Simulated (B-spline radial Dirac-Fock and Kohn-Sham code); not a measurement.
## How the settings move the core levels of Ag

ΔSCF core binding energies without Breit or QED terms, calculated with a radial atomic solver. Keys: rel is the Hamiltonian (dirac, or spin-free x2c and nr, where L3 and M5 stand for the whole 2p and 3d shells), method is hf or an exchange,correlation pair (spin-unpolarised, also for the hole states), nuc the nuclear model, radius_factor scales its radius, rmax is the box in bohr, h the logarithmic mesh step, order the B-spline order, points the quadrature points per cell, c_factor scales the speed of light, and damp, ndamp, maxit and tol steer the iteration. The run stops when the commutator error falls below 10·tol·max(1, Z/10), or the numerical noise floor, and the energy has settled to about 1e-8 Ha; the virial ratio is −V/T.

Base input:

```json
{"items": [{"Z": 47, "q": 0, "cfg": [[1, 0, 2], [2, 0, 2], [2, 1, 6], [3, 0, 2], [3, 1, 6], [3, 2, 10], [4, 0, 2], [4, 1, 6], [4, 2, 10], [5, 0, 1]], "A": 107, "rrms": 4.5454, "do": "settings", "holes": ["K", "L3", "M5"],
  "settings": [{"rel": "dirac", "method": "hf", "nuc": "fermi", "radius_factor": 1.0, "rmax": 45.0, "h": 0.3, "order": 8, "points": 10, "c_factor": 1.0, "maxit": 60, "damp": 0.5, "ndamp": 3, "tol": 1e-08}]}]}
```

The ground state converged in 10 iterations, with total energy -5314.63364 Ha, virial ratio 1.95542 and highest orbital energy -6.45 eV. ΔSCF binding energies: K (1s) 25599.5 eV, L3 (2p3/2) 3365.2 eV, M5 (3d5/2) 374.7 eV.

Changes from the base run:

```
                                   changed setting  Δ total energy (Ha)  Δ K (eV)  Δ L3 (eV)  Δ M5 (eV)  iterations
                                       rel = "x2c"             +1.75439    -19.91     +55.31      +2.49          10
                                method = "lda,vwn"             +2.38573     -7.49     -17.18      -0.95          11
                                         order = 5             +0.00148      0.00       0.00       0.00          10
                                     nuc = "gauss"             -0.00032      0.00       0.00       0.00          10
       rel = "x2c"; method = "lda,vwn"; damp = 0.2                    ?         ?          ?          ?           ?
             rel = "x2c"; damp = 0.0; tol = 0.0001             +1.75439    -19.91     +55.31      +2.49          10
                                 method = "wc,pbe"             -1.79542    +21.03     -15.98      -1.30          11
                                          h = 0.22             -0.00001      0.00       0.00       0.00          10
                                          h = 0.22             -0.00001      0.00       0.00       0.00          10
                                    c_factor = 1.5            +66.67334   -453.93      +2.52      +4.48          10
                                     nuc = "gauss"             -0.00032      0.00       0.00       0.00          10
method = "wc,pbe"; radius_factor = 0.5; damp = 0.0             -1.87542    +21.96     -15.99      -1.30          15
                                        damp = 0.2              0.00000      0.00       0.00       0.00          10
                  rel = "x2c"; h = 0.22; order = 5             +1.75446    -19.91     +55.31      +2.49          10
```

Task: What does the change rel = "x2c"; method = "lda,vwn"; damp = 0.2 do?

Result: The total energy moves by +4.65245 Ha and the binding energies by K -29.58 eV, L3 +37.92 eV, M5 +1.59 eV; the run takes 13 iterations.
